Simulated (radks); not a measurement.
Values are calculated unless marked as measured or tabulated.
Charge is removed step by step from the 5s1/2 level of the tungsten ion W2+, starting from [Xe] 4f14 5d4. Code: a radial shooting solver on a logarithmic mesh with Libxc functionals. Model: Dirac Kohn-Sham, PBEsol, spin-unpolarised, spherical densities, point nucleus; open shells fill j = l - 1/2 first.

removed (e)	E - E(0) (eV)	eigenvalue (eV)	E minus straight line (eV)
0	0.000	-94.487	0.000
0.25	24.103	-98.358	-1.495
0.5	49.188	-102.33	-2.010
0.75	75.278	-106.40	-1.519
1	102.40	-110.55	0.000

Removing the whole electron costs 102.40 eV by Delta-SCF, against 94.487 eV from minus the eigenvalue at the starting occupation. Slater's transition state (half an electron removed) gives 102.33 eV. Integrating minus the eigenvalue over the occupation (Janak's theorem) gives 102.40 eV. The mean slope of the eigenvalue, de/dn, is 16.1 eV per electron.
